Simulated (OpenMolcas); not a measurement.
Mn2+.

| Quantity | Value |
| --- | --- |
| Program | OpenMolcas 26.06 |
| Method | RASSCF |
| Basis | ANO-RCC-VTZP [6s5p3d2f1g] |
| Scalar Hamiltonian | DKH2, point nucleus |
| Active space | 11 electrons in 8 orbitals (RAS1 3p, at most 2 holes; RAS2 3d) |
| State averaging | 2S+1 = 6 even, 1 root; 2S+1 = 4 even, 24 roots; 2S+1 = 2 even, 58 roots |
| Spin-orbit coupling | RASSI with atomic mean-field integrals over the reference wave functions, term energies averaged over their components |

Levels without dynamic correlation, in cm-1 above 3d5 6S 5/2:

| Level | E |
| --- | --- |
| 3d5 4P 5/2 | 33530 |
| 3d5 4G 5/2 | 32909 |
| 3d5 4D 7/2 | 38881 |
| 3d5 2D 5/2(1) [74 %] | 47919 |
| 3d5 2I 11/2 | 48194 |

On this reference, MS-RASPT2, IPEA 0.25 Eh, imaginary shift 0.1 Eh (closed shells correlated: 3s) puts 3d5 4P 5/2 at 30680 cm-1.

Q: Estimate the other levels at that method by one scale factor, and say how well it serves.

A: The factor is 30680 / 33530 = 0.915. Scaled values beside those that MS-RASPT2 gives and measured ones (Corliss and Sugar, J. Phys. Chem. Ref. Data 6, 1253 (1977)):
| Level | Scaled | MS-RASPT2 | Miss (%) | Measured |
| --- | --- | --- | --- | --- |
| 3d5 4G 5/2 | 30112 | 27900 | +7.9 |  |
| 3d5 4D 7/2 | 35576 | 33820 | +5.2 | 32307 |
| 3d5 2D 5/2(1) [74 %] | 43846 | 43430 | +1.0 | 41238 |
| 3d5 2I 11/2 | 44098 | 40690 | +8.4 | 39174 |
For these levels the scaled values miss MS-RASPT2 by up to 8.4 %, as correlation changes each term by its own factor, spin-orbit parts do not scale and CASPT2 has its own spread within terms. This holds within one configuration; levels of others move differently, and the target method has errors of its own against measurement.

Term energies are means over components that CASPT2 splits; among the terms shown or strongly mixed into the levels shown the widest spread is 760 cm-1 (3d5 2I, MS-RASPT2). Active for correlation alone: 3p; no level in the range computed is led by a configuration that opens it, so any true level of that kind is missing. Without dynamic correlation excited terms often stand tens of per cent too high (terms of higher spin than the ground term too low), and those without a measured partner can miss by more than the paired ones (holds for RASSCF). Measured partners are found by configuration, term and J. A level has none where our copy of the source lacks it or the pairing is in doubt (some pairs that miss far off the trend of their configuration count as doubtful), and it then counts in no deviation. Only configurations of the active space appear.

A share in square brackets marks a mixed level and gives the weight of the term that names it, the lowest over the columns. A number in round brackets counts repeated terms of one configuration in the order of the reference energies.
